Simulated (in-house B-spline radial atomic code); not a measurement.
Configurations of the copper ion Cu⁴⁺, with energies counted from [Ar] 3d7. Level of theory: non-relativistic LC-wPBE, spin-polarised, spherical fractional occupations, exact exchange averaged over the configuration, point nucleus; calculated with an all-electron radial atomic-structure program (B-spline basis). Shells without spins written out take the highest spin.

Occupations are held fixed; configurations that lie above the ionisation limit could autoionise.

```csv
configuration,E - E(ref) (eV),highest orbital,its <r> (bohr)
[Ar] 3d6 4p1,33.457,4p up,2.051
[Ne] 3s2 3p5 3d7 4s1,92.513,4s up,1.85
[Ne] 3s2 3p5 3d7 4p1,102.45,4p up,2.046
[Ne] 3s2 3p5 3d7 4f1,127.79,4f up,3.411
```

(1) Order these further configurations by energy, lowest first.
A. [Ar] 3d6 4f1
B. [Ne] 3s2 3p5 3d7 4d1
C. [Ar] 3d6 4s1
D. [Ar] 3d6 4d1
E. [Ne] 3s2 3p5 3d8

Answers

(1) C (23.544 eV), D (48.033 eV), A (58.699 eV), E (68.602 eV), B (117.09 eV).
